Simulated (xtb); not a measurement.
C₆H₁₁O (SMILES [CH]=C(O)C(C)(C)C), doublet, at a GFN2-xTB geometry. Base run: xtb with GFN2-xTB.

xtb was given this input:
```
$ xtb mol.xyz --gfn 2 --uhf 1 --json

# file mol.xyz
18

C      2.03660239    -0.39385090    -0.15904060
C      0.93407914     0.05402729     0.35414174
O      0.86205798     0.72367233     1.55315465
C     -0.47076416    -0.08062171    -0.27565624
C     -1.01675095     1.33215004    -0.48504091
C     -1.34522641    -0.85072383     0.71435691
C     -0.41276935    -0.82173729    -1.60858508
H      2.36315908    -0.91695682    -1.02164713
H      1.74948268     0.79270706     1.92183243
H     -1.04656027     1.86886358     0.45927667
H     -0.38737928     1.88387947    -1.18033435
H     -2.02461895     1.28363159    -0.89292164
H     -1.37807242    -0.33419060     1.66976274
H     -2.35853223    -0.93537918     0.32633190
H     -0.94953853    -1.85193311     0.87233829
H      0.21500217    -0.28969942    -2.31930695
H     -0.01607886    -1.82534155    -1.47553587
H     -1.41435117    -0.90042129    -2.02608818
```

Variants of this job, named by their change:

| change | ΔE vs base (kJ/mol) | dipole (D) | G_solv (kcal/mol) | SCF cycles |
|---|---|---|---|---|
| base | 0.00 | 0.41 | - | 11 |
| etemp = 5000 | -14.89 | 0.36 | - | 11 |
| acc = 0.0001 | 0.00 | 0.41 | - | 18 |
| etemp = 10000 | -92.4 | 1.09 | - | 11 |
| etemp = 1000 | 0.00 | 0.41 | - | 11 |
| alpb = cs2 | -23.33 | 0.46 | -5.60 | 10 |
| alpb = toluene | -24.82 | 0.46 | -5.95 | 10 |

ALPB and GBSA are two models with their own fitted parameters for each solvent, which aren't always the measured dielectric constant.
